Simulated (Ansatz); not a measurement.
C4H7B, SMILES `BC(C)=C=C` at its PBE0-D4/def2-TZVP geometry, where that method's forces vanish. Total charge 0; spin multiplicity 1.

```xyz
12

B    -0.7442    0.6241    1.4613
C    -0.1967    0.2632    0.0746
C    -0.4762    1.0854   -1.1596
C     0.5471   -0.8217    0.0260
C     1.2768   -1.8935    0.0058
H    -1.4222    1.6031    1.6023
H    -0.4933   -0.0691    2.4011
H    -0.1504    2.1176   -1.0100
H     0.0270    0.6876   -2.0417
H    -1.5504    1.1162   -1.3586
H     2.3481   -1.8447    0.1705
H     0.8344   -2.8682   -0.1717
```

Task: What forces (eV/Å) does PBE-D4/def2-TZVPP give on these atoms in Ansatz 0.2.0? (Best estimate.)

Result: The calculation gave: 
```
B1  -0.002  0.002 -0.001
C2  -0.257  0.340  0.139
C3   0.003  0.006 -0.020
C4   0.036 -0.051 -0.013
C5   0.158 -0.229 -0.006
H6  -0.071  0.103  0.007
H7   0.025 -0.071  0.103
H8   0.056  0.206  0.025
H9   0.093 -0.071 -0.186
H10 -0.212  0.019 -0.045
H11  0.238 -0.023  0.033
H12 -0.067 -0.230 -0.037
```
